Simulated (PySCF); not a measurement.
Compound: C4H7NSi.
SMILES with atom numbers: `[CH:1]#[C:2][CH2:3]/[CH:4]=[N:5]/[SiH3:6]` (hydrogens: H7 on C1; H8, H9 on C3; H10 on C4; H11, H12, H13 on Si6)

The same species was optimised twice, with GFN2-xTB and with PBE0-D3(BJ)/def2-SVP (PySCF), and the same property calculations (PySCF, gas phase) were run on both structures.

```csv
coordinate,GFN2-xTB,PBE0-D3(BJ)/def2-SVP,change
N5–Si6 (Å),1.714,1.751,+0.037
C4=N5 (Å),1.246,1.260,+0.014
C1≡C2 (Å),1.196,1.209,+0.013
C3–C4 (Å),1.502,1.509,+0.007
C2–C3 (Å),1.448,1.453,+0.005
C4–N5–Si6 (°),136.2,125.3,-10.9
C2–C3–C4 (°),113.1,115.7,+2.6
C3–C4–N5 (°),122.9,124.0,+1.1
C1–C2–C3 (°),179.4,179.2,-0.2
C2–C3–C4–N5 (°),-2,0,+2
```

Rotational constants: A = 6526, B = 1407, C = 1182 MHz (GFN2-xTB) against A = 7413, B = 1281, C = 1114 MHz (PBE0-D3(BJ)/def2-SVP).

On the GFN2-xTB structure: HOMO (eV) -7.01 [PBE0/pcSseg-1]; LUMO (eV) -0.57 [PBE0/pcSseg-1]; dipole (D) 1.76 [PBE0/pcSseg-1]; GIAO shielding of C1 (ppm) 105.4 [PBE0/pcSseg-1]; GIAO shielding of C2 (ppm) 105.9 [PBE0/pcSseg-1]; GIAO shielding of C3 (ppm) 151.3 [PBE0/pcSseg-1]; GIAO shielding of C4 (ppm) 14.4 [PBE0/pcSseg-1]; GIAO shielding of N5 (ppm) -112.7 [PBE0/pcSseg-1]; GIAO shielding of Si6 (ppm) 409.5 [PBE0/pcSseg-1].

**Question.** What do these properties become on the PBE0-D3(BJ)/def2-SVP structure?

**Answer.** 
| property | level | on GFN2-xTB | on PBE0-D3(BJ)/def2-SVP | change |
| --- | --- | --- | --- | --- |
| HOMO (eV) | PBE0/pcSseg-1 | -7.01 | -7.25 | -0.24 |
| LUMO (eV) | PBE0/pcSseg-1 | -0.57 | -0.70 | -0.13 |
| dipole (D) | PBE0/pcSseg-1 | 1.76 | 1.86 | +0.10 |
| energy, GFN2-xTB geometry as zero (kcal/mol) | PBE0/pcSseg-1 | 0.0 | -2.5 | -2.5 |
| GIAO shielding of C1 (ppm) | PBE0/pcSseg-1 | 105.4 | 103.9 | -1.5 |
| GIAO shielding of C2 (ppm) | PBE0/pcSseg-1 | 105.9 | 105.6 | -0.3 |
| GIAO shielding of C3 (ppm) | PBE0/pcSseg-1 | 151.3 | 149.9 | -1.4 |
| GIAO shielding of C4 (ppm) | PBE0/pcSseg-1 | 14.4 | 6.5 | -7.9 |
| GIAO shielding of N5 (ppm) | PBE0/pcSseg-1 | -112.7 | -111.9 | +0.8 |
| GIAO shielding of Si6 (ppm) | PBE0/pcSseg-1 | 409.5 | 395.7 | -13.8 |

The heavy atoms differ by 0.138 Å rms after alignment. Among bonds between heavy atoms N5–Si6 changes most (+0.037 Å). Changes are differences of the printed values. Neither structure is proved a minimum here.

The values belong to the conformer `[CH:1]#[C:2][CH2:3]/[CH:4]=[N:5]/[SiH3:6]`: C2–C3–C4–N5 0°.
